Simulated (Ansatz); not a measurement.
C3H11MoN3O (`C[N]=[Mo]([NH2])(=[O])[N](C)C`) at its PBE0-D4/def2-TZVP geometry, where that method's forces vanish. Total charge 0; spin multiplicity 1. Mo: def2 effective core potential.

```xyz
19

C    -0.6776    2.9834    0.5796
N    -0.6824    1.6354    0.1298
Mo   -0.0589    0.3877   -0.9052
N    -1.5664   -0.2358   -1.9746
O     1.2048    0.8906   -1.9159
N     0.5822   -1.0051    0.2761
C     0.2658   -1.1973    1.6679
C     1.4328   -2.0409   -0.2624
H    -0.4754    3.0183    1.6561
H     0.0745    3.5922    0.0657
H    -1.6620    3.4367    0.4178
H    -2.5338   -0.0294   -1.7872
H    -1.4558   -0.7074   -2.8592
H    -0.2952   -2.1299    1.8223
H    -0.3384   -0.3702    2.0376
H     1.1826   -1.2606    2.2710
H     2.3642   -2.1191    0.3146
H     0.9352   -3.0202   -0.2350
H     1.7039   -1.8281   -1.2988
```

(1) What forces (eV/Å) does r2SCAN-D4/def2-TZVPP give on these atoms in Ansatz? (Estimate.)

## Answers

(1) Computed: 
```
C1   0.001  0.138  0.043
N2  -0.236  0.259  0.321
Mo3 -0.159 -0.318 -0.026
N4  -0.134 -0.059 -0.096
O5   0.497  0.180 -0.394
N6   0.028  0.002  0.062
C7  -0.054 -0.026  0.215
C8   0.123 -0.154 -0.095
H9  -0.003  0.016  0.000
H10  0.000  0.015  0.006
H11  0.006  0.013  0.009
H12 -0.048 -0.007 -0.021
H13 -0.026 -0.024 -0.039
H14  0.005 -0.008  0.004
H15  0.008 -0.012 -0.010
H16  0.004 -0.010  0.002
H17  0.000 -0.005  0.007
H18  0.002 -0.006  0.006
H19 -0.014  0.007  0.008
```
